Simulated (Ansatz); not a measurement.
Reaction (SMILES): Brc1ccc[se]1 [2-bromoselenophene] + 8 [H][H] (H2) -> Br (HBr) + 4 C (CH4) + [SeH2] (H2Se)
Each molecule is optimised on its own at B3LYP-D3(BJ)/def2-TZVP (Ansatz, a program for electronic structure). Unstable Hartree-Fock reference: Brc1ccc[se]1.

Wanted: energy of full hydrogenation (electronic energy difference), in eV. Valence correlation only, unless marked. No spin-orbit coupling. Frozen are the shells of the preceding noble gas and the d and f shells that filled before the atom's block. Non-relativistic. CBS marks a two-point X^-3 extrapolation of the correlation energy; Hartree-Fock from the larger set.

CCSD(T)/CBS(cc-pVTZ,cc-pVQZ) (Ansatz) gives -6.82 eV.

Question: Another calculation gave -7.19 eV. Which level was it?
A) revPBE/def2-TZVPD (Ansatz)
B) wB97X/def2-TZVPD (Ansatz)
C) B97M-V/def2-TZVPD (Ansatz)
D) B2PLYP/def2-TZVPD (Ansatz)

Answer: C, B97M-V/def2-TZVPD (Ansatz). The others give -6.46 (revPBE), -7.57 (wB97X), -6.77 (B2PLYP) eV.
